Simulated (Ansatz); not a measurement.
The same atomization along the group F, Cl, Br, I.

Computed with Ansatz on PBE0-D4/def2-TZVP structures; ΔE is electronic, products minus reactants. CCSD(T)/CBS is the MP2 limit (def2-TZVPP, def2-QZVPP) plus CCSD(T) − MP2 in def2-TZVPP, frozen cores. Small cases extrapolate CCSD(T) itself. DFT in def2-TZVPP. Open shells (•) are unrestricted, without spin–orbit coupling. Spin–orbit coupling would lower the free atoms: a little for Cl, F; clearly for Br; strongly for I. def2 core potentials past Kr. For Br, I outer-core shells are correlated without core-valence functions, so the limit isn't a true one: a few kJ/mol of doubt a bond, and 10 to 20 or more in all where bonds break to atoms. Scalar relativity is left out up to krypton.

```json
{"reaction": "H–F → F• + H•", "revPBE-D4 (kJ/mol)": "574", "MP2/CBS(def2) (kJ/mol)": "614"}
{"reaction": "HCl → Cl• + H•", "revPBE-D4 (kJ/mol)": "437", "MP2/CBS(def2) (kJ/mol)": "453"}
{"reaction": "HBr → Br• + H•", "revPBE-D4 (kJ/mol)": "381", "MP2/CBS(def2) (kJ/mol)": "398"}
{"reaction": "HI → I• + H•", "revPBE-D4 (kJ/mol)": "325", "MP2/CBS(def2) (kJ/mol)": "339"}
```

Question: Give the CCSD(T)/CBS values in the same order. (Best estimate.)

Answer: Ansatz gave: 594, 450, 400, 343 kJ/mol.

Largest T1 diagnostic: 0.008, for H–F.

Extrapolated directly: H–F → F• + H•; HCl → Cl• + H•.

For atomizations the MP2-based limit and the directly extrapolated one differ by several kJ/mol either way, and by 10 to 25 for some Ge, Se and Sn compounds, so smaller differences from it don't rank the levels.
